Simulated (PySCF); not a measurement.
PySCF 2.14 output of an unrestricted B2PLYP calculation on a single atom or ion in aug-cc-pV5Z (7s6p5d4f3g2h, 127 functions), with the non-relativistic Hamiltonian (point nucleus):

```
SCF conv_tol = 1e-09
number electrons alpha = 2  beta = 2
    A. D. Becke.,  Phys. Rev. A 38, 3098 (1988)
    C. Lee, W. Yang, and R. G. Parr.,  Phys. Rev. B 37, 785 (1988)
    B. Miehlich, A. Savin, H. Stoll, and H. Preuss.,  Chem. Phys. Lett. 157, 200 (1989)
cycle= 1 E= -7.47996932466396  delta_E= -0.000948  |g|= 0.00334  |ddm|= 1.14
cycle= 2 E= -7.47997999164736  delta_E= -1.07e-05  |g|= 0.000481  |ddm|= 0.0817
cycle= 3 E= -7.47998072849973  delta_E= -7.37e-07  |g|= 9.68e-05  |ddm|= 0.0157
cycle= 4 E= -7.47998081715524  delta_E= -8.87e-08  |g|= 3.58e-05  |ddm|= 0.00442
cycle= 5 E= -7.47998083358726  delta_E= -1.64e-08  |g|= 1.7e-06  |ddm|= 0.00285
cycle= 6 E= -7.47998083361412  delta_E= -2.69e-11  |g|= 1.84e-07  |ddm|= 0.000143
converged SCF energy = -7.47998083361412  <S^2> = -5.7731597e-15  2S+1 = 1
```

The run itself started from symmetry-adapted Hartree-Fock orbitals and held the occupation by maximum overlap, on a logarithmic radial grid, so the iterations belong to that start.

Problem. Which element, charge and spin multiplicity is this?

Solution. Li⁻ (lithium, charge -1), multiplicity 1; the state was [He] 2s2, closed-shell 1S. The SCF energy lacks the PT2 part of the double hybrid.

At B2PLYP the highest occupied level has a positive energy, so only the finite basis holds that electron; in a semilocal or global hybrid functional this comes from self-interaction and does not mean that the real anion is unbound.
